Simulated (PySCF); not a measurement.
**Partial charges of `CC(C)OC(C)C`**

C₆H₁₄O.
Atom-mapped SMILES: `[CH3:1][CH:2]([CH3:3])[O:4][CH:5]([CH3:6])[CH3:7]` (hydrogens: H8, H9, H10 on C1; H11 on C2; H12, H13, H14 on C3; H15 on C5; H16, H17, H18 on C6; H19, H20, H21 on C7)

Geometry (GFN2-xTB, Å), atoms numbered from 1 in this order:
```
atom  x, y, z in Å
C1     1.7891    0.9332    0.9394
C2     1.1065   -0.3232    0.3900
C3     2.1159   -1.2267   -0.3125
O4     0.1130    0.0112   -0.5645
C5    -1.1739    0.3211   -0.0574
C6    -1.8420    1.2480   -1.0690
C7    -2.0062   -0.9477    0.1519
H8     1.0702    1.5731    1.4464
H9     2.5674    0.6582    1.6460
H10    2.2330    1.4940    0.1208
H11    0.6501   -0.8763    1.2261
H12    1.6153   -2.1097   -0.7001
H13    2.8959   -1.5320    0.3794
H14    2.5646   -0.6928   -1.1454
H15   -1.0788    0.8483    0.9050
H16   -2.8303    1.5363   -0.7220
H17   -1.9319    0.7393   -2.0246
H18   -1.2375    2.1396   -1.2099
H19   -1.5340   -1.6049    0.8788
H20   -2.0966   -1.4833   -0.7897
H21   -2.9987   -0.6888    0.5111
```

Density: PBE0/pcSseg-1 (PySCF); schemes: Mulliken, IAO, Hirshfeld and ESP-fitted. One conformer (not necessarily the lowest) at the GFN2-xTB geometry, without solvent, vibrations or thermal averaging.

Q: Atoms with like bonding are taken together and averaged. Do the Mulliken, IAO, Hirshfeld and ESP-fitted schemes agree on where the charge is lowest?

A: The schemes don't all agree: Mulliken O4 (-0.508); IAO C1/C3/C6/C7 (-0.428); Hirshfeld O4 (-0.132); ESP-fitted C1/C3/C6/C7 (-0.635).

Q: For which atoms does the sign change between the 4 schemes (beyond +0.03 e in one, beyond −0.03 e in another)?

A: C2/C5 and H11/H15.

Q: Tabulate the Mulliken, IAO, Hirshfeld and ESP-fitted charges.

A: In e; atoms taken as equivalent share a row and are averaged (×n: the atom named and its like, n in all):

```csv
atom,environment,Mulliken,IAO,Hirshfeld,ESP-fitted
C1/C3/C6/C7,methyl carbon,-0.217,-0.428,-0.127,-0.635
C2/C5,sp3 carbon bound to oxygen,-0.070,+0.109,+0.051,+0.691
O4,ether oxygen,-0.508,-0.416,-0.132,-0.565
H8 (×12),methyl hydrogen,+0.110,+0.142,+0.040,+0.154
H11/H15,methine hydrogen,+0.097,+0.106,+0.030,-0.061
```

Mean size of the charges over all atoms: ESP-fitted 0.307 e, IAO 0.203 e, Mulliken 0.145 e, Hirshfeld 0.061 e. Each set sums to the total charge, 0, to within 0.001 e. The ESP scheme fits charges at the nuclei, held to the total charge, to the electrostatic potential on points at 1.4 to 2.0 times the van der Waals radii.

Some averages cover members that differ in this geometry: C1/C3/C6/C7, ESP-fitted -0.670 to -0.593; H8 (×12), ESP-fitted +0.137 to +0.172 e.

Q: How many electrons does the ESP-fitted scheme count on C1?

A: Its own charge is -0.669 e, so Z − q = 6.669.

Q: How closely do the schemes follow one another over all atoms?

A: Correlation coefficient and root-mean-square difference: IAO with Hirshfeld 1.00, 0.167 e; Hirshfeld with ESP-fitted 0.92, 0.325 e; Mulliken with IAO 0.90, 0.112 e; IAO with ESP-fitted 0.88, 0.211 e; Mulliken with Hirshfeld 0.88, 0.114 e; Mulliken with ESP-fitted 0.66, 0.304 e.

Q: Sum the charges by element, for elements with more than one atom.

A: 
```json
{"element": "C", "atoms": "6", "Mulliken": "-1.009", "IAO": "-1.495", "Hirshfeld": "-0.407", "ESP-fitted": "-1.158"}
{"element": "H", "atoms": "14", "Mulliken": "+1.517", "IAO": "+1.911", "Hirshfeld": "+0.539", "ESP-fitted": "+1.723"}
```
